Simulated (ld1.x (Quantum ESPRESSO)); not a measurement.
Pseudopotential generation for Be: TM, LDA (PZ), non-relativistic.

* Element: Be (Z = 4)
* Generator: ld1.x (Quantum ESPRESSO) 7.5
* Type: norm-conserving Troullier–Martins (Kleinman–Bylander form)
* Functional: LDA (PZ)
* Relativity: non-relativistic
* Frozen core: [He]
* Valence charge: 2
* Reference configuration: 2s1 2p1
* Partial waves: 2p (bound): rc 4.20 bohr; 2s (bound): rc 1.55 bohr
* Local potential: the s channel
* Core correction: a·sin(br)/r model core inside 0.90 bohr

- Cutoffs needed: 8 Ry and 15 Ry (the cutoffs (Ry, on a coarse ladder) from which the occupation-weighted sum of valence levels, in a spherical-Bessel basis at the reference potential, stays within 10 and 1 mRy of its value at 400 Ry)
- Ghost test: no extra level below or beside the all-electron valence levels (p, s, d, f tested) (spherical-Bessel basis up to 400 Ry, 20 bohr box)
- Largest excitation error: +81 meV (all-electron minus pseudo) for 2s1 2p0, out of 5 test configurations
